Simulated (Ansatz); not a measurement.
The same ligand exchange along the group F, Cl, Br.

Gas-phase electronic energies from Ansatz, PBE0-D4/def2-TZVP geometries. CCSD(T)/CBS adds triple-zeta CCSD(T) − MP2 to the extrapolated MP2 energy (def2 sets, frozen cores). This one scheme is used for every species. Elements past krypton have def2 core potentials. For Br, Sn outer-core shells are correlated without core-valence functions, which leaves a few kJ/mol of doubt a bond. Scalar relativity is left out up to krypton. One conformer a species, not always the lowest.

| reaction | HF/CBS(def2) (kcal/mol) |
| --- | --- |
| `[OH][Sn][F]` + `O[SiH3]` → `[OH][Sn][O][SiH3]` + H–F | 5.1 |
| `[OH][Sn][Cl]` + `O[SiH3]` → `[OH][Sn][O][SiH3]` + HCl | 11.5 |
| `[OH][Sn][Br]` + `O[SiH3]` → `[OH][Sn][O][SiH3]` + HBr | 14.6 |

Problem. Give the CCSD(T)/CBS values in the same order. (Best estimate.)

Solution. Computed: 1.7, 8.6, 11.9 kcal/mol.

Largest T1 diagnostic: 0.018, for `[OH][Sn][F]`.
